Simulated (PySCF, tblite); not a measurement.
C6H11N3.
Atom-mapped SMILES: `[CH3:1][CH:2]([CH3:3])[CH2:4][n:5]1[n:6][cH:7][cH:8][n:9]1` (hydrogens: H10, H11, H12 on C1; H13 on C2; H14, H15, H16 on C3; H17, H18 on C4; H19 on C7; H20 on C8)

Cartesian coordinates in Å at the GFN2-xTB level; atoms count from 1:
```xyz
20
C6H11N3 angstrom
C     -1.3873    1.1268   -0.5618
C     -1.1128   -0.3607   -0.3642
C     -2.3844   -1.0997    0.0400
C     -0.0296   -0.5686    0.7068
N      1.2498   -0.1178    0.2478
N      1.7297    1.0670    0.5318
C      2.8921    1.1198   -0.1036
C      3.0671   -0.0909   -0.7763
N      2.0073   -0.8482   -0.5319
H     -1.8225    1.5536    0.3391
H     -0.4683    1.6638   -0.7823
H     -2.0808    1.2790   -1.3850
H     -0.7380   -0.7836   -1.3026
H     -3.1585   -0.9525   -0.7084
H     -2.1980   -2.1667    0.1350
H     -2.7530   -0.7267    0.9929
H     -0.2747   -0.0032    1.6080
H      0.0590   -1.6311    0.9449
H      3.5246    1.9809   -0.0510
H      3.8732   -0.4307   -1.3918
```

The calculation used PBE0/pcSseg-1 in PySCF (dipole) on a GFN2-xTB geometry, gas phase.

Take the most abundant isotopes and a rigid rotor. The values belong to one conformer with, in the numbering `[CH3:1][CH:2]([CH3:3])[CH2:4][n:5]1[n:6][cH:7][cH:8][n:9]1`, C1–C2–C4–N5 -69°, C2–C4–N5–N6 97°.

Q: Give the principal moments of inertia and the rotational constants in cm⁻¹.

A: Ia = 124.33, Ib = 499.93, Ic = 549.33 u·Å²; 505379 MHz·u·Å²/I gives 4065, 1011 and 920.0 MHz, that is A = 0.13559, B = 0.03372, C = 0.03069 cm⁻¹.

Q: What kind of rotor is it?

A: A near-prolate asymmetric top; Ray's κ = -0.942.

Q: What does the inertial defect say?

A: Not planar: Δ = Ic − Ia − Ib = -74.93 u·Å². For a rigid frame Δ = −2 Σ m c², so Σ m c² = 37.47 u·Å² lies off the ab plane: 11.13 from hydrogen and 26.34 from heavier atoms. The atom farthest from that plane is 1.66 Å away.

Q: Give the other two planar moments, Paa and Pbb, and the rms extents of the mass along the axes.

A: Paa = Σ m a² = (Ib + Ic − Ia)/2 = 462.47 and Pbb = Σ m b² = (Ia + Ic − Ib)/2 = 86.87 u·Å². With the mass M = 125.10 u, the rms extents √(P/M) along a, b and c are 1.92, 0.83, 0.55 Å.

Q: List the rotational levels J(Ka,Kc) to J = 4 (K).

A: Above 0(0,0), as E/k:
J = 1: 1(0,1) 0.093, 1(1,1) 0.239, 1(1,0) 0.244
J = 2: 2(0,2) 0.278, 2(1,2) 0.420, 2(1,1) 0.433, 2(2,1) 0.873, 2(2,0) 0.873
J = 3: 3(0,3) 0.556, 3(1,3) 0.692, 3(1,2) 0.718, 3(2,2) 1.151, 3(2,1) 1.151, 3(3,1) 1.895, 3(3,0) 1.895
J = 4: 4(0,4) 0.925, 4(1,4) 1.053, 4(1,3) 1.097, 4(2,3) 1.522, 4(2,2) 1.523, 4(3,2) 2.266, 4(3,1) 2.266, 4(4,1) 3.307, 4(4,0) 3.307
Those of J = 1 are B + C, A + C and A + B.

Q: Predict some low-J microwave lines.

A: The dipole components are |μa| = 0.62 D, |μb| = 0.01 D, |μc| = 0.15 D. The squared components, which scale the intensities, stand as 1.00 : 0.00 : 0.06 (a : b : c). Some lines, for components of 0.1 D or more:

```
type  branch         J(Ka,Kc)    MHz  lower level (cm⁻¹)
   a       R  1(0,1) ← 0(0,0)   1931               0.000
   c       Q  2(1,2) ← 2(0,2)   2965               0.193
   c       Q  1(1,1) ← 1(0,1)   3054               0.064
   a       R  2(1,2) ← 1(1,1)   3771               0.166
   a       R  2(0,2) ← 1(0,1)   3860               0.064
   a       R  2(1,1) ← 1(1,0)   3953               0.169
   c       R  1(1,0) ← 0(0,0)   5076               0.000
   c       R  2(1,1) ← 1(0,1)   7097               0.064
   c       Q  2(2,1) ← 2(1,1)   9162               0.301
   c       R  2(2,0) ← 1(1,0)  13116               0.169
   c       R  2(2,1) ← 1(1,1)  13205               0.166
```

Q: Estimate the classical rotational partition function at 25 K, 200 K and 500 K.

A: Point group C1, symmetry number σ = 1; q = (√π/σ)·√((kT/h)³/(ABC)), k/h = 20836.6 MHz/K: 10800 at 25 K, 245000 at 200 K, 969000 at 500 K.

Its GFN2-xTB frequencies are all real (lowest 17 cm⁻¹). These are rigid-rotor constants of the computed structure; measured ground-state constants (B0) also hold zero-point vibration. A rigid rotor knows nothing of internal rotation, which can split or shift real lines. Quadrupole hyperfine structure (14N) is left out.
